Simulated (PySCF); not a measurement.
## Electron correlation in Tm⁵⁰⁺ (thulium, charge +50)

Starting occupation: [Ar] 3d1, 3d3/2 with m_j = +3/2. Calculation: PySCF 2.14, in an uncontracted even-tempered set (15 s from 13 bohr⁻², ratio 2.8; 12 p from 17 bohr⁻², ratio 2.8; 8 d from 17 bohr⁻², ratio 2.8; 3 f from 52 bohr⁻², ratio 3); X2C-1e with screened-nucleus spin-orbit coupling, Gaussian nucleus. Frozen: [Ne]; 9 electrons correlated; the 72 highest virtual spinors left out.

MP2 pair energies summed by pair of shells (mhartree):

| pair | energy | share (%) |
| --- | --- | --- |
| 3p3/2-3p3/2 | -185.87 | 39.8 |
| 3p1/2-3p3/2 | -125.80 | 26.9 |
| 3d3/2-3p3/2 | -36.05 | 7.7 |
| 3p3/2-3s1/2 | -34.14 | 7.3 |
| 3p1/2-3p1/2 | -26.86 | 5.7 |
| 3d3/2-3p1/2 | -18.65 | 4.0 |
| 3p1/2-3s1/2 | -17.05 | 3.6 |
| 3s1/2-3s1/2 | -13.91 | 3.0 |
| 3d3/2-3s1/2 | -8.85 | 1.9 |

Total MP2 correlation energy: -467.17 mhartree.

At this charge the one-electron X2C treatment keeps the bare 1/r₁₂, with no two-electron picture change or Breit term. The effect here is smaller than on the frozen 1s shell.
